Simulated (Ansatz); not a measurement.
Computed with Ansatz on PBE0-D4/def2-TZVP structures; ΔE is electronic, products minus reactants. CCSD(T)/CBS is the MP2 limit (def2-TZVPP, def2-QZVPP) plus CCSD(T) − MP2 in def2-TZVPP, frozen cores. DFT in def2-TZVPP. B3LYP here is the variant with VWN-RPA as its local correlation; programs differ in this. Each species was taken in one conformer, which may not be the lowest.

`C=N[Si](N)(O)F` + `B[SiH2]F` → `N[Si](O)(F)F` + `B[SiH2]N=C`  (redistribution)

(1) Is it downhill or uphill in electronic energy at CCSD(T)/CBS, and by how much? (An estimate is asked.)

(2) What do these levels give: PBE-D4, PBE0-D4, B3LYP-D4, ωB97X-V, B2PLYP, PBE0, B3LYP, SCS-MP2/def2-TZVPP, CCSD/def2-TZVPP, SCS-MP2/def2-QZVPP, MP2/CBS(def2), CCSD/CBS(def2)? (Best estimate.)

Largest T1 diagnostic among the species: 0.013.

Results:

(1) Computed: Downhill: ΔE = -3.4 kcal/mol.

(2) The calculation gave: PBE-D4 -3.1, PBE0-D4 -3.4, B3LYP-D4 -2.7, ωB97X-V -2.7, B2PLYP -3.2, PBE0 -3.6, B3LYP -3.0, SCS-MP2/def2-TZVPP -3.4, CCSD/def2-TZVPP -3.6, SCS-MP2/def2-QZVPP -3.3, MP2/CBS(def2) -3.4, CCSD/CBS(def2) -3.3 kcal/mol.
